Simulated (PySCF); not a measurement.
Bi(F)2(Me) (CH3BiF2), SMILES [CH3][Bi]([F])[F]. Coordinates come from a B3LYP-D3(BJ)/def2-SVP optimisation. The def2 effective core potentials stand for the cores of Bi; spin–orbit coupling is left out.

**Question.** Give the equilibrium geometry at B3LYP-D3(BJ)/def2-SVP (PySCF confirms it by a frequency run) as bond lengths and angles, and its point group. (The exact figures need the calculation; the answer reports its results.)

**Answer.** point group Cs.
Atoms: Bi1 F2 F3 C4 H5 H6 H7. Bonds (Å): Bi1–F2 2.046, Bi1–F3 2.046, Bi1–C4 2.274, C4–H5 1.099, C4–H6 1.100, C4–H7 1.099. Angles (°): F2–Bi1–F3 96.6, F2–Bi1–C4 92.5, F3–Bi1–C4 92.5, Bi1–C4–H5 106.2, Bi1–C4–H6 112.0, Bi1–C4–H7 106.2, H5–C4–H6 111.0, H5–C4–H7 110.3, H6–C4–H7 111.0.
Charge 0, spin multiplicity 1.
